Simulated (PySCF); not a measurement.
Method: PBE-D3(BJ)/def2-TZVP // r2SCAN-D4/def2-TZVP run with PySCF. All species are isolated molecules in the gas phase. One relaxed conformer stands for a flexible species; it need not be the lowest. Excitations are Tamm–Dancoff values on a coarser integration grid. The basis has no diffuse functions, so Rydberg states are missing or too high.

Reference species (SMILES): `B(B=O)=C` (neutral, multiplicity 1).

```json
{
  "HOMO": "-6.49 eV",
  "S1 excitation (TDA)": "2.49 eV",
  "S1 oscillator strength": "0.000"
}
```

Changed species: `[H]/B=C1\BO1`.

Question: What does the change do to the HOMO, S1 excitation (TDA) and S1 oscillator strength?

Answer: the HOMO goes up by 1.14 eV, to -5.35 eV; the S1 excitation (TDA) decreases by 0.28 eV, to 2.21 eV; the S1 oscillator strength stays essentially unchanged.
